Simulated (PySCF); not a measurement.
SMILES O[Si](C)(/C=C/B(O)O)C at its GFN2-xTB optimised geometry (Å):

```
20

Si    -0.4411     2.4458    -0.0105
C     -0.6541     3.0658    -1.7937
C     -2.1174     2.1631     0.8476
O      0.4028     3.6512     0.7171
C      0.5807     0.8521     0.0262
C      0.1048    -0.3950     0.0000
B      0.9764    -1.7059     0.0000
O      0.3421    -2.8990     0.0008
O      2.3405    -1.7059     0.0000
H      0.3067     3.2950    -2.2430
H     -1.2544     3.9694    -1.8247
H     -1.1408     2.3189    -2.4123
H     -2.6606     3.0966     0.9644
H     -2.7459     1.4904     0.2748
H     -1.9928     1.7274     1.8351
H      0.5677     3.6455     1.6561
H      1.6608     0.9844     0.0483
H     -0.9691    -0.5272    -0.0212
H      0.9353    -3.6512    -0.0021
H      2.7459    -0.8402    -0.0068
```

Calculation: B3LYP/def2-SVP (PySCF).

Map of the LUMO amplitude (bohr^(-3/2)) on the plane z = 1.5 Å; orbital energy -0.99 eV, overall sign arbitrary:

```
|===========================|
|===========================|
|============+++++==========|
|==========++++++++=========|
|==========+++==+++=========|
|==========++==-=++=========|
|======++===++=-=+++========|
|=====+++=-=+**+++++========|
|=====+++=-=+#%##*++========|
|=====++=--=*%@@%#*+========|
|======+==-=*#@@@%*+========|
|===========+*%@@#*+========|
|=============+##*++========|
|==========--::-============|
|==========-:. .:-==========|
|==========-:    :-=========|
|==========-:.   .-=========|
|==========--::..:-=========|
|============---:--=========|
|================-==========|
|=============+=============|
|===========================|
|===========================|
|===========================|
|===========================|
|===========================|
|===========================|
```
Scale: ten equal steps from -0.049 (start of ' ') to 0.056 (end of '@'), in the order ' .:-=+*#%@'; x runs from -6.00 to 6.00, y from -6.00 (bottom) to 6.00 (top).
